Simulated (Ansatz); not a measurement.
# Interaction energy ladder

The pair of Li⁺ (SMILES [Li+], atom 1) and AlCl3 (SMILES Cl[Al](Cl)Cl, atoms 2–5), both closed shells, in one local arrangement (a lower one may exist), relaxed at PBE0-D4/def2-TZVP:

```json
{"atom": "Li1", "x (Å)": "-0.2320", "y (Å)": "0.4730", "z (Å)": "-2.2193"}
{"atom": "Cl2", "x (Å)": "0.2793", "y (Å)": "-0.5682", "z (Å)": "2.6619"}
{"atom": "Al3", "x (Å)": "0.0722", "y (Å)": "-0.1475", "z (Å)": "0.6934"}
{"atom": "Cl4", "x (Å)": "-1.3698", "y (Å)": "1.0943", "z (Å)": "-0.2234"}
{"atom": "Cl5", "x (Å)": "1.2503", "y (Å)": "-0.8516", "z (Å)": "-0.9127"}
```

Ansatz 0.2.0; basis: def2-TZVPPD, with def2-QZVPPD for the basis limit; cores frozen in the correlated methods. The outer core shell of Li, Na, Mg and K is correlated. B3LYP uses VWN-RPA correlation. Extrapolation: Hartree–Fock as exp(−7.88 √X), correlation as X^−2.97. Interaction energies count from these two fragments, frozen as in the pair, with the counterpoise correction; negative means bound.

Task: What is the interaction energy by CCSD(T) at an estimated basis limit (MP2 extrapolated from triple and quadruple zeta, plus CCSD(T) − MP2 in triple zeta)? (An estimate is asked for; the value comes from the calculation.)

Result: By the calculation: -120.0 kJ/mol. Hartree–Fock alone gives -115.2 kJ/mol at the basis limit. It counts from the two fragments frozen as in the pair.

The same quantity by other methods in triple zeta, and each one's difference from that estimate:
```tsv
method	E_int (kJ/mol)	difference
PBE-D4	-126.0	-6.0
revPBE-D4	-123.0	-3.0
BLYP-D4	-125.4	-5.4
r2SCAN-D4	-115.7	4.3
B97M-V	-117.2	2.8
PBE0-D4	-124.9	-4.9
B3LYP-D4	-125.6	-5.6
HSE06-D4	-124.9	-4.9
wB97X-V	-120.5	-0.5
wB97M-V	-121.7	-1.7
B2PLYP	-120.4	-0.4
HF	-111.3	8.7
MP2	-112.4	7.6
CCSD	-112.7	7.3
CCSD(T)	-112.5	7.5
```
Differences are method less estimate.

Energy to bend the free fragments (PBE0-D4 minima) into their shapes in the pair, CCSD(T)/def2-TZVPPD: AlCl3 16.5 kJ/mol. This must be added to the interaction energy to get the binding energy from relaxed fragments.

Basis-set superposition shift (counterpoise-corrected less uncorrected): CCSD(T) 3.1; MP2 2.8; HF 0.4; PBE0-D4 0.4; wB97M-V 0.4 kJ/mol.

No T1 diagnostic of these runs exceeds 0.010.

For scale, one of the runs: CCSD(T)/def2-TZVPPD, 223 basis functions, launched by `ansatz run in.yaml --threads 4 --pin off --events-out ev --progress --plain --max-ram 9574MiB`. The run took 51 s on 4 CPU threads of an Arm Neoverse V2 (shared host), with 3.1 GiB of host memory at its peak.
